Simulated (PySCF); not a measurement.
# Assigning NMR signals

Geometry:
| atom | x (Å) | y (Å) | z (Å) |
| --- | --- | --- | --- |
| C1 | -0.790 | -0.981 | 1.256 |
| C2 | -0.683 | -0.168 | -0.033 |
| C3 | -1.767 | -0.625 | -1.009 |
| C4 | -0.883 | 1.272 | 0.264 |
| N5 | 0.047 | 2.040 | -0.087 |
| Si6 | 1.047 | -0.249 | -0.862 |
| C7 | 2.467 | 0.215 | 0.334 |
| F8 | 3.664 | -0.219 | -0.203 |
| H9 | -0.074 | -0.630 | 1.996 |
| H10 | -0.590 | -2.030 | 1.052 |
| H11 | -1.791 | -0.901 | 1.683 |
| H12 | -1.611 | -1.667 | -1.275 |
| H13 | -1.734 | -0.031 | -1.919 |
| H14 | -2.759 | -0.527 | -0.567 |
| H15 | -1.813 | 1.588 | 0.754 |
| H16 | -0.073 | 3.034 | 0.095 |
| H17 | 1.116 | 0.539 | -2.087 |
| H18 | 1.265 | -1.672 | -1.188 |
| H19 | 2.387 | -0.268 | 1.310 |
| H20 | 2.569 | 1.290 | 0.481 |

Method: shielding tensors at PBE0/pcSseg-1 (GIAO), structure optimised with GFN2-xTB, in PySCF 2.14.0 with density-fitted response routines (rapidly exchanging positions averaged, no solvent model, single conformer, relativity neglected).

δ = σ(ref) − σ, references computed at the same level: TMS for 13C (σref 186.93) and 1H (σref 31.72).

Q: Assign these signals to the numbered atoms. 13C{1H} NMR (computed): δ 189.1 (CH), 79.2 (CH2), 39.5 (C), 23.3 (CH3).

A: 
189.1 → C4, carbon bonded to C, N, H
79.2 → C7, carbon bonded to F, Si, 2 H
39.5 → C2, carbon bonded to 3 C, Si
23.3 → C1/C3, carbon bonded to C, 3 H

Q: Assign these signals to the numbered atoms. 1H NMR (500 MHz, computed): δ 10.21 (br s, 1H), 8.09 (s, 1H), 4.99 (m, 2H), 4.19 (m, 2H), 1.17 (s, 6H).

A: 
10.21 → H16, hydrogen on a nitrogen bonded to C
8.09 → H15, hydrogen on a carbon bonded to C, N
4.99 → H19/H20, hydrogen on a carbon bonded to F, Si
4.19 → H17/H18, hydrogen on a silicon bonded to 2 C
1.17 → H9/H10/H11/H12/H13/H14, hydrogen on a carbon bonded to C

OH/NH shifts are gas-phase values; hydrogen bonding in solution moves them, usually downfield. Splittings by 19F in the carbon and heteronuclear signals aren't shown, as no couplings were computed. Shifts are as computed. Against solution values, carbons near 30 ppm lie about +3 ppm off and those near 130 ppm about +5 ppm. Of 1211 compounds with measured shifts, 218 miss one by over three times the rms of a fit or turn the order of signals round; such compounds aren't used in these exercises. No couplings were computed; multiplicities are counted from neighbouring protons, with m where these are inequivalent, close in shift, in a saturated or five-membered ring or joined by F or P, and br s for small geminal =CH2 splittings.
